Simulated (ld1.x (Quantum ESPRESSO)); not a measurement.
## lutetium (Lu), PAW: configuration errors across variants

* Element: lutetium (Lu)
* Generator: ld1.x (Quantum ESPRESSO) 7.5
* Type: PAW
* Functional: LDA (PZ)
* Relativity: scalar-relativistic
* Frozen core: [Kr] 4d10 4f14
* Valence charge: 11
* Reference configuration: 5s2 5p6 5d1 6s1.5 6p0.5
* Partial waves: 5s (bound): rcut 1.65, rcutus 1.85 bohr; 6s (bound): rcut 1.65, rcutus 1.85 bohr; 5p (bound): rcut 2.15, rcutus 2.30 bohr; 6p (bound): rcut 2.15, rcutus 2.30 bohr; 5d (bound): rcut 2.30, rcutus 3.10 bohr; 5d channel at 0.2 Ry: rcut 2.30, rcutus 3.10 bohr
* Local potential: all-electron potential smoothed inside 1.75 bohr (lloc = -1)
* Core correction: Bessel-smoothed model core, default radius (core density twice the valence density)
* Augmentation charge: PSQ, inside the norm-conserving radii

All-electron excitation energies from the reference (eV): (1) 5s2 5p6 5d1 6s2 6p0 -1.730; (2) 5s2 5p6 5d1 6s1 6p0 5.851; (3) 5s2 5p6 5d1 6s0 6p0 19.423; (4) 5s2 5p6 5d2 6s1 6p0 1.273; (5) 5s2 5p6 5d1 6s0 6p1 10.224; (6) 5s2 5p6 5d1 6s1 6p1 1.788.

The overlap operator is not positive definite (basis up to 400 Ry) in “base”, “waves 5d (bound): rcut 2.14, rcutus 2.26 bohr; 5d channel at 0.2 Ry: rcut 2.14, rcutus 2.26 bohr”, “waves 5d (bound): rcut 2.30, rcutus 2.60 bohr; 5d channel at 0.2 Ry: rcut 2.30, rcutus 2.60 bohr”, “waves 5d (bound): rcut 2.30, rcutus 2.94 bohr; 5d channel at 0.2 Ry: rcut 2.30, rcutus 2.94 bohr”, “waves 5d (bound): rcut 2.30, rcutus 3.26 bohr; 5d channel at 0.2 Ry: rcut 2.30, rcutus 3.26 bohr”, “waves 5d (bound): rcut 2.30, rcutus 3.70 bohr; 5d channel at 0.2 Ry: rcut 2.30, rcutus 3.70 bohr”, “waves 5d (bound): rcut 2.30, rcutus 4.02 bohr; 5d channel at 0.2 Ry: rcut 2.30, rcutus 4.02 bohr”, “waves 5d (bound): rcut 2.30, rcutus 4.40 bohr; 5d channel at 0.2 Ry: rcut 2.30, rcutus 4.40 bohr”, “waves 5d (bound): rcut 2.30, rcutus 4.70 bohr; 5d channel at 0.2 Ry: rcut 2.30, rcutus 4.70 bohr”. Such files are unfit for use, however small their errors in these radial tests.

Tests that are not counted but printed errors over 1 eV. “base”: 5s1 5p6 5d1 6s2 6p0 (solver errors, printed error -689 eV). “waves 5d (bound): rcut 2.14, rcutus 2.26 bohr; 5d channel at 0.2 Ry: rcut 2.14, rcutus 2.26 bohr”: 5s1 5p6 5d1 6s2 6p0 (solver errors, printed error -690 eV). “waves 5d (bound): rcut 2.30, rcutus 2.60 bohr; 5d channel at 0.2 Ry: rcut 2.30, rcutus 2.60 bohr”: 5s1 5p6 5d1 6s2 6p0 (solver errors, printed error -690 eV). “waves 5d (bound): rcut 2.30, rcutus 2.94 bohr; 5d channel at 0.2 Ry: rcut 2.30, rcutus 2.94 bohr”: 5s1 5p6 5d1 6s2 6p0 (solver errors, printed error -689 eV). “waves 5d (bound): rcut 2.30, rcutus 3.26 bohr; 5d channel at 0.2 Ry: rcut 2.30, rcutus 3.26 bohr”: 5s1 5p6 5d1 6s2 6p0 (solver errors, printed error -689 eV).

A true bound ghost makes a file unfit for plane-wave use even where its test errors are small: the radial tests pick states by their node count and pass the ghost by. Where a test does run into it, the solver fails or the error is huge.

Errors AE − PS in meV (a dash: test not solved or not reliable):

| change | (1) | (2) | (3) | (4) | (5) | (6) | bound ghosts |
| --- | --- | --- | --- | --- | --- | --- | --- |
| base | +0.3 | -3.3 | -22 | -5.8 | -7.3 | -0.7 | not determined (overlap not positive) |
| waves 5d (bound): rcut 2.14, rcutus 2.26 bohr; 5d channel at 0.2 Ry: rcut 2.14, rcutus 2.26 bohr | +0.3 | -3.3 | -22 | -7.1 | -7.3 | -0.8 | not determined (overlap not positive) |
| waves 5d (bound): rcut 2.30, rcutus 2.60 bohr; 5d channel at 0.2 Ry: rcut 2.30, rcutus 2.60 bohr | +0.3 | -3.1 | -20 | -5.2 | -6.8 | -0.7 | not determined (overlap not positive) |
| waves 5d (bound): rcut 2.30, rcutus 2.94 bohr; 5d channel at 0.2 Ry: rcut 2.30, rcutus 2.94 bohr | +0.3 | -3.4 | -22 | -5.5 | -7.3 | -0.8 | not determined (overlap not positive) |
| waves 5d (bound): rcut 2.30, rcutus 3.26 bohr; 5d channel at 0.2 Ry: rcut 2.30, rcutus 3.26 bohr | +0.3 | -3.6 | -23 | -7.3 | -7.4 | -0.8 | d (p not tested, overlap not positive) |
| waves 5d (bound): rcut 2.30, rcutus 3.70 bohr; 5d channel at 0.2 Ry: rcut 2.30, rcutus 3.70 bohr | -2.3 | -12 | -74 | – | – | – | not determined (overlap not positive) |
| waves 5d (bound): rcut 2.30, rcutus 4.02 bohr; 5d channel at 0.2 Ry: rcut 2.30, rcutus 4.02 bohr | -8.5 | -59 | -366 | – | – | – | not determined (overlap not positive) |
| waves 5d (bound): rcut 2.30, rcutus 4.40 bohr; 5d channel at 0.2 Ry: rcut 2.30, rcutus 4.40 bohr | -5.8 | -56 | -456 | – | – | – | not determined (overlap not positive) |
| waves 5d (bound): rcut 2.30, rcutus 4.70 bohr; 5d channel at 0.2 Ry: rcut 2.30, rcutus 4.70 bohr | -5.7 | -58 | -467 | – | – | – | not determined (overlap not positive) |

Give the same row for: waves 5d (bound): rcut 2.00, rcutus 2.12 bohr; 5d channel at 0.2 Ry: rcut 2.00, rcutus 2.12 bohr.

+0.3, -3.3, -22, -6.7, -7.3, -0.8; bound ghosts: not determined (overlap not positive). Not counted: 5s1 5p6 5d1 6s2 6p0 (solver errors, printed error -690 eV). Its overlap operator is not positive definite in a basis up to 400 Ry (lowest eigenvalue p -0.27), so the file is unfit for use: the generalised eigenproblem breaks down once the basis is large enough, and its test numbers describe a broken file.
